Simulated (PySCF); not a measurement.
# Hartree-Fock beside MP2: Cl2GeHO

All numbers below are calculated, not measured. They come from PySCF 2.14.0, an open-source quantum chemistry program, on an isolated molecule that a program drew, which may never have been made. The molecule is Cl2GeHO (charge 0, doublet), drawn as the SMILES string `[OH][Ge]([Cl])[Cl]`.

The geometry was optimised and harmonic frequencies were computed with HF and MP2, all in the cc-pV(D+d)Z basis, for the commonest isotopes, with a restricted reference for singlets and an unrestricted one otherwise, and a frozen core in MP2. Germanium has the cc-pVDZ-PP basis, with a core potential (ECP10MDF) in place of its 10 inner electrons, and its 3s, 3p and 3d shells are frozen in MP2. Each result is a local minimum of its method.

Geometry at the HF minimum:
```xyz
5
Cl2GeHO, angstrom
O     0.2557    0.8827   -1.5640
Ge   -1.2955    0.7113   -0.7541
Cl   -1.6913   -1.4035   -0.6378
Cl   -1.1099    1.5469    1.2412
H     0.7826    1.6185   -1.2779
```

Lengths of the bonds as drawn, in Å (atoms numbered as above):
```
bond,HF,MP2
O1-Ge2,1.758,1.794
Ge2-Cl3,2.155,2.160
Ge2-Cl4,2.171,2.179
O1-H5,0.949,0.973
```

Rotational constants, in GHz:
| constant | HF | MP2 |
|---|---|---|
| A | 4.009 | 3.951 |
| B | 2.117 | 2.093 |
| C | 1.539 | 1.518 |

Harmonic frequencies in cm^-1, each column in rising order, so a row needn't be the same motion in every method:
| rank | HF | MP2 |
|---|---|---|
| 1 | 133 | 129 |
| 2 | 142 | 144 |
| 3 | 222 | 205 |
| 4 | 233 | 244 |
| 5 | 409 | 402 |
| 6 | 436 | 434 |
| 7 | 753 | ? |
| 8 | 927 | 905 |
| 9 | 4126 | 3810 |

**Estimate the missing MP2 frequency from the HF column.**

A single factor s that minimises the squared misfit of MP2 against s times HF over the other rows is sum(HF x MP2) / sum(HF^2) = 0.9277, with an rms misfit of 24 cm^-1. For rank 7 it gives 0.9277 x 753 = 699 cm^-1. The calculation gives 713 cm^-1, 14 cm^-1 above the estimate. The drawn bonds are on average 1.3 % longer in MP2 than in HF.
